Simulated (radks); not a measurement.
Question: Valence configurations of the gadolinium ion Gd+ (all share [Xe]). Calculated with a radial shooting solver on a logarithmic mesh with Libxc functionals: Dirac Kohn-Sham, PBE, spin-unpolarised, spherical densities, point nucleus; open shells are shared between the two j in proportion to 2j + 1. Order these by energy: 4f7 5d1 6p1; 4f7 6s1 6p1; 4f8 5d1; 4f8 6s1; 4f7 5d1 6s1; 4f6 5d1 6s1 6p1; 4f7.5 5d1 6s0.5; 4f7 5d1 6s0.5 6p0.5; 4f7 5d0.5 6s1 6p0.5; 4f7 5d1.5 6s0.5.

Answer: From the lowest, in eV above it: 4f8 6s1 0.000; 4f8 5d1 1.766; 4f7.5 5d1 6s0.5 2.250; 4f7 5d1 6s1 4.270; 4f7 5d1.5 6s0.5 4.768; 4f7 5d0.5 6s1 6p0.5 5.738; 4f7 5d1 6s0.5 6p0.5 6.040; 4f7 6s1 6p1 7.508; 4f7 5d1 6p1 7.826; 4f6 5d1 6s1 6p1 17.881. NIST lists [Xe] 4f7 5d1 6s1 as the ground configuration; this level of theory puts 4f8 6s1 lower, by 4.270 eV. The energies are those of spherical spin-averaged densities, not of single terms.
